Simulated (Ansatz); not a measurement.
`OP[SiH2][SiH3]` + `[SbH3]` → `O[PH][SbH2]` + `[SiH3][SiH3]`  (formal exchange of groups at a P–Si bond)

Program: Ansatz. Geometries: PBE0-D4/def2-TZVP. ΔE: electronic, gas phase. CBS: MP2 limit from def2 TZ/QZ plus the TZ coupled-cluster correction, frozen cores. Functionals use def2-TZVPP. B3LYP here is the variant with VWN-RPA as its local correlation; programs differ in this. def2 core potentials past Kr. For Sb outer-core shells are correlated without core-valence functions, which leaves a few kJ/mol of doubt a bond. One conformer a species, not always the lowest.

(1) Is it downhill or uphill in electronic energy at CCSD(T)/CBS, and by how much? (An estimate is asked.)

(2) What do these levels give: PBE-D4, PBE0-D4, B3LYP-D4, B2PLYP, PBE, r2SCAN, B3LYP, HF/def2-TZVPP, CCSD(T)/def2-TZVPP, HF/def2-QZVPP, SCS-MP2/def2-QZVPP, CCSD/CBS(def2)? (Best estimate.)

Largest T1 diagnostic among the species: 0.014.

Answers

(1) The calculation gave: Downhill: ΔE = -20.6 kJ/mol.

(2) The calculation gave: PBE-D4 -17.9, PBE0-D4 -16.7, B3LYP-D4 -21.2, B2PLYP -21.4, PBE -18.7, r2SCAN -18.2, B3LYP -22.2, HF/def2-TZVPP -19.4, CCSD(T)/def2-TZVPP -15.7, HF/def2-QZVPP -19.7, SCS-MP2/def2-QZVPP -23.1, CCSD/CBS(def2) -20.2 kJ/mol.
